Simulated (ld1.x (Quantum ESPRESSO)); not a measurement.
# Zn: variants of one TM potential

Base potential:

zinc, norm-conserving Troullier–Martins (Kleinman–Bylander form), made with ld1.x (Quantum ESPRESSO) 7.5 (PBE, scalar-relativistic). Core [Ne], reference 3s2 3p6 3d10 4s1 4p1. Waves: 3s (bound): rc 1.00 bohr; 3p (bound): rc 0.95 bohr; 3d (bound): rc 1.50 bohr. Local part: all-electron potential smoothed inside 1.35 bohr (lloc = -1). Core correction: none.

Occupied shells without a wave of their own: 4p, 4s. They enter only through the test configuration that unscreens the potential.

All-electron outer shells of the reference configuration (PBE, scalar-relativistic, ld1.x):

```csv
shell,level (eV),outermost node (bohr),outermost maximum (bohr)
2s,-1160.46,0.07,0.19
2p,-1006.17,–,0.15
3s,-131.48,0.28,0.59
3p,-85.65,0.25,0.59
3d,-12.34,–,0.57
4s,-7.40,0.85,2.04
4p,-2.10,0.92,2.89
```

Cutoffs, loose and tight: the cutoffs (Ry, on a coarse ladder) from which the occupation-weighted sum of valence levels, in a spherical-Bessel basis at the reference potential, stays within 10 and 1 mRy of its value at 400 Ry. They do not see the model core or the augmentation charge, which bear on the density cutoff. Test errors are all-electron minus pseudo excitation energies from the reference, over the configurations 3s2 3p6 3d10 4s2 4p0; 3s2 3p6 3d10 4s1 4p0; 3s2 3p6 3d10 4s0 4p0; 3s2 3p6 3d10 4s0 4p2; 3s2 3p6 3d9 4s2 4p0; 3s2 3p6 3d10 4s1.5 4p0; 3s2 3p6 3d9 4s0 4p0. A dash means not determined; rows that change the core or the reference have their own tests.

On the changes marked as counting shells twice: ld1.x takes every shell without a wave as core, so the model core holds the marked electrons as well and exchange and correlation see them twice. This cancels in the reference configuration, but the file is broken for other ones, and its errors say nothing about a proper core correction.

| change | outcome | cutoff, loose | cutoff, tight | bound ghosts | largest test error (meV) |
| --- | --- | --- | --- | --- | --- |
| base | generated, misses its reference levels by 0.65 eV | 180 Ry | 230 Ry | none | -1199 |
| wave 3p (bound): rc 0.95 bohr becomes 3p (bound): rc 1.32 bohr | generated, misses its reference levels by 0.65 eV | 160 Ry | 230 Ry | none | +1177 |
| all radii scaled by about 0.78 (s 0.78, p 0.74, d 1.18 bohr); local potential all-electron potential smoothed inside 1.06 bohr (lloc = -1) | generated, misses its reference levels by 0.21 eV | 260 Ry | over 300 Ry | none | +482 |
| reference 3s2 3p6 3d10 4s1 4p0 | generated, misses its reference levels by 0.69 eV | 180 Ry | 230 Ry | none | -1766 |
| local potential all-electron potential smoothed inside 1.60 bohr (lloc = -1) | generated, misses its reference levels by 0.25 eV | 180 Ry | 230 Ry | none | +1182 |
| local potential all-electron potential smoothed inside 1.00 bohr (lloc = -1) | generated | 180 Ry | 230 Ry | none | -114 |
| wave 3s (bound): rc 1.00 bohr becomes 3s (bound): rc 1.30 bohr | generated, misses its reference levels by 0.81 eV | 160 Ry | 230 Ry | none | -1507 |
| functional LDA (PZ) | generated, misses its reference levels by 0.64 eV | 180 Ry | 230 Ry | none | -1155 |
| wave 3d (bound): rc 1.50 bohr becomes 3d (bound): rc 1.78 bohr | generated, misses its reference levels by 0.65 eV | 160 Ry | 200 Ry | none | +1230 |
| core correction a·sin(br)/r model core inside 0.52 bohr (4p, 4s counted twice) | generated, misses its reference levels by 0.65 eV | 180 Ry | 230 Ry | none | -1920 |
| type RRKJ; local potential the s channel; rho0 0.005 | generated, misses its reference levels by 0.67 eV | 160 Ry | 230 Ry | none | -1851 |
